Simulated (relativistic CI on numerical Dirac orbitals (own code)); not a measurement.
Er¹²⁺: q coefficients and field-shift factors

Method of calculation: Dirac-Coulomb-Breit CI, orbitals from a KLI potential per configuration, derivatives by finite differences, unscaled Slater integrals, QED left out (own radial code, finite nucleus).

Configuration list (outside the closed core [Kr] 4d10): 4f⁸5s², 4f¹⁰, 4f⁹5s. The list is cut by size and lacks configurations that can hold low levels.

With x = (α/α₀)² − 1 an excitation energy changes as ω = ω₀ + qx; K = 2q/ω₀ is the relative enhancement. Terms are leading LS components, so labels can repeat. The field-shift factor is F = δν/δ⟨r²⟩ for the transition from the lowest level.

Lowest level 4f⁸5s² ⁷F6.

| Level | ω₀ (cm⁻¹) | q (cm⁻¹) | F (GHz/fm²) |
| --- | --- | --- | --- |
| 4f⁸5s² ⁷F5 | 3545.0 | 3730 | 0.186 |
| 4f⁸5s² ⁷F4 | 5655.2 | 4891 | 0.259 |
| 4f⁸5s² ⁷F3 | 7346.8 | 6386 | 0.338 |
| 4f⁸5s² ⁷F2 | 8531.6 | 7297 | 0.388 |
| 4f⁸5s² ⁷F1 | 9324.1 | 8007 | 0.425 |
| 4f⁸5s² ⁷F0 | 9710.7 | 8330 | 0.443 |
| 4f⁸5s² ⁵D4 | 30738.1 | -2358 | 0.389 |
| 4f⁸5s² ⁵L10 | 39029.3 | -515 | 0.614 |
| 4f⁸5s² ⁵G6 | 40320.0 | -3637 | 0.489 |
| 4f⁸5s² ⁵D3 | 40637.1 | 7341 | 0.883 |
| 4f⁸5s² ⁵L9 | 41679.4 | 2376 | 0.755 |
| 4f⁸5s² ⁵G5 | 42699.4 | 439.6 | 0.674 |
| 4f⁸5s² ⁵L8 | 43094.6 | 3032 | 0.798 |

At this charge energies of transitions that change n are usually good to better than 1 %, and those within a shell (Δn = 0) to a few per cent. Terms inside the open d or f shell come out 10 to 20 % too wide with unscaled integrals. Levels and lines within the n = 5 or 6 shells can be off by up to 10 % or somewhat more, and those that change n by about 2 %, since core polarisation is missing.

(1) Which transition from the lowest level has the largest |K|?

Results:

(1) 4f⁸5s² ⁷F5 at 3545.0 cm⁻¹, K = 2.1.
